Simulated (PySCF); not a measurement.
# ZrCl2: PBE0 against B3LYP

Base calculation in PySCF with density fitting and no spin–orbit coupling, PBE0/def2-TZVP (scalar-relativistic core potentials): triplet, C2v, Zr–Cl 2.347 Å (×2); Cl–Zr–Cl 143.2°; wavenumbers 52, 362, 408 cm⁻¹; dipole moment 1.75 D, polar-tensor charge of Zr 1.19 e, atomisation energy (no zero-point energy) 994 kJ/mol.

Question: What changes on going to B3LYP/def2-TZVP (scalar-relativistic core potentials)?

Answer: The point group stays the same. Changes: mean bond to Zr +0.022 Å, smallest bond angle +4.4 degrees, highest wavenumber -10 cm⁻¹, lowest wavenumber -6 cm⁻¹, dipole moment -0.20 D, polar-tensor charge of Zr -0.01 e, atomisation energy (no zero-point energy) -42 kJ/mol. The new structure has Zr–Cl 2.369 Å (×2); Cl–Zr–Cl 147.6°, with wavenumbers 46, 349, 398 cm⁻¹.

Open d or f shells are single determinants, so the state found may not be the ground state. The structures come from searches over a few start shapes, so lower isomers are not excluded.
